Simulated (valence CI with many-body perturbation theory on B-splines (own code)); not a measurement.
Values are calculated unless marked as measured or tabulated.
**Er³⁷⁺: what the settings do**

Method: configuration interaction combined with many-body perturbation theory (CI+MBPT): three valence electrons over a frozen Dirac-Fock core [Ar] 3d10, a basis of 6 s, 6 p, 5 d, 3 f, 1 g functions for each j, with the one-electron correlation potential Σ1 (screened to all orders), the two-electron term Σ2, the three-electron term Σ3, Breit, model QED; selected single and double excitations, second order for the rest, scaled by the run's own slope (own B-spline code, finite nucleus).

No measured spectrum was set against this ion. As an estimate, large intervals hold to a few tenths of a per cent, small ones and those within an open d or f shell to about a per cent.

The reference run has the lowest level (4s^2 4p1/2) J=1/2 and an ionisation energy of 1679.61 eV. Its largest variational space holds 2818 state functions.

Levels are named by their leading jj configuration (3d3/2^4 stands for four electrons in 3d with j = 3/2), which in mixed levels can hold well under half, so a name can repeat and another be missing. Letters in brackets count levels of one name in rising energy.

Changed runs:
A. Breit term on → off; QED terms on → off
B. size limit of the variational space 10000 → 1500
C. orbitals per symmetry with explicit Σ2 and valence Breit (the others get mean screening factors) 5 → 2; scale of Σ1 1 → 0; scale of Σ2 1 → 0; three-electron term on → off
D. box radius (bohr) 3.016 → 0.54 (bad on purpose)

Excitation energies of the reference run in cm⁻¹, and shifts in cm⁻¹:

| Level | Reference | A | B | C |
| --- | --- | --- | --- | --- |
| (4s^2 4p3/2) J=3/2 | 502790 | +5354 | +0.1 | -2372 |
| (4s 4p1/2^2) J=1/2 | 659557 | +1757 | 0 | -467 |
| (4s 4p1/2 4p3/2) J=3/2 [a] | 1073700 | +6934 | +0.1 | -5526 |
| (4s 4p1/2 4p3/2) J=5/2 | 1131800 | +7423 | 0 | -3751 |
| (4s 4p1/2 4p3/2) J=3/2 [b] | 1216180 | +7262 | +0.3 | -56 |
| (4s 4p1/2 4p3/2) J=1/2 | 1238700 | +6866 | 0 | +4175 |
| (4s 4p3/2^2) J=5/2 | 1590630 | +12299 | 0 | -6737 |
| (4s^2 4d3/2) J=3/2 | 1619580 | +9304 | +0.2 | +4515 |
| (4s 4p3/2^2) J=1/2 | 1741960 | +12067 | 0 | -1018 |
| (4s^2 4d5/2) J=5/2 | 1757470 | +11490 | +0.1 | +5122 |
| (4s 4p3/2^2) J=3/2 | 1774880 | +12095 | +0.2 | +3928 |
| (4p1/2^2 4p3/2) J=3/2 | 1884060 | +8854 | +0.1 | +2256 |
| Ionisation energy (eV) | 1679.61 | +1.85 | 0 | -1.62 |

Run D: It gave no result. The program said: "need at least one array to concatenate".
